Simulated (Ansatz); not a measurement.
Ansatz (a first-principles code) input (CCSD(T)/def2-SVPD):

Ansatz 0.2 input:
```yaml
crystal:
  periodic: [false, false, false]
  atoms:
    - {symbol: Ca, position_ang: [-0.00000000, -0.00000000, -1.03020627]}
    - {symbol: S, position_ang: [0.00000000, 0.00000000, 1.28775783]}
basis:
  gaussian:
    orbitals: def2-SVPD
magnetization: {spin_polarized: false}
correlation: {method: ccsd_t, electrons: outside_noble_gas}
output: {forces: true}
```

Output:

```
Functional definition: HF
integrals: 0.02 GiB planned
554 factors; integrals over basis functions are off by at most 5.6e-4 eV
mean field: 0.12 GiB planned
mean field evaluation 1: about -29223.6347 eV, gradient 2.9e1 eV
mean field evaluation 2: about -29223.7684 eV, gradient 2.9e1 eV
mean field evaluation 4: about -29227.1908 eV, gradient 2.8e0 eV
mean field evaluation 8: about -29227.2957 eV, gradient 4.6e-1 eV
mean field evaluation 16: about -29227.3025 eV, gradient 1.5e-6 eV
mean field evaluation 32: about -29221.2683 eV, gradient 2.4e0 eV
mean field evaluation 64: about -29221.3859 eV, gradient 8.4e-1 eV
mean field -29227.30245975 eV, -1074.0835544185 hartree, gradient 1.5e-6 eV, S^2 0.000000; 0 other end points of the search recorded, 0 dependent functions left out
14 core orbitals not correlated
reference -29227.30245975 eV, -1074.0835544185 hartree; 4, 4 occupied and 36, 36 virtual orbitals, 554 factors
densities: 0.09 GiB planned
second order -4.47119890 eV of doubles, -0.00000000 eV of singles
coupled cluster: 0.08 GiB planned
cycle   1  -4.53709017 eV  change   -6.6e-2 eV  update   1.0e-1
cycle   2  -4.65455745 eV  change   -1.2e-1 eV  update   4.5e-2
cycle   3  -4.70705146 eV  change   -5.2e-2 eV  update   2.6e-2
cycle   4  -4.71392435 eV  change   -6.9e-3 eV  update   1.3e-2
cycle   5  -4.70800199 eV  change    5.9e-3 eV  update   7.6e-3
cycle   6  -4.70861907 eV  change   -6.2e-4 eV  update   3.5e-3
cycle   7  -4.70947326 eV  change   -8.5e-4 eV  update   1.3e-3
cycle   8  -4.70962034 eV  change   -1.5e-4 eV  update   5.0e-4
cycle   9  -4.70969988 eV  change   -8.0e-5 eV  update   1.6e-4
cycle  10  -4.70971913 eV  change   -1.9e-5 eV  update   6.6e-5
cycle  11  -4.70968027 eV  change    3.9e-5 eV  update   3.2e-5
cycle  12  -4.70968909 eV  change   -8.8e-6 eV  update   1.3e-5
cycle  13  -4.70969633 eV  change   -7.2e-6 eV  update   5.3e-6
cycle  14  -4.70970099 eV  change   -4.7e-6 eV  update   2.3e-6
cycle  15  -4.70970117 eV  change   -1.8e-7 eV  update   6.4e-7
perturbative correction -0.26196986 eV, -0.0096272149 hartree
the calculation of the forces begins
Total energy: -29232.27413078 eV, -1074.2662599592 hartree
Atom 0 at    -0.000000    -0.000000    -1.030206 Å, force    -0.000000     0.000000    -1.336327 eV/Å
Atom 1 at     0.000000     0.000000     1.287758 Å, force     0.000000     0.000000     1.336327 eV/Å
Dipole moment:    -0.000000    -0.000000    -2.297773 e Å
```
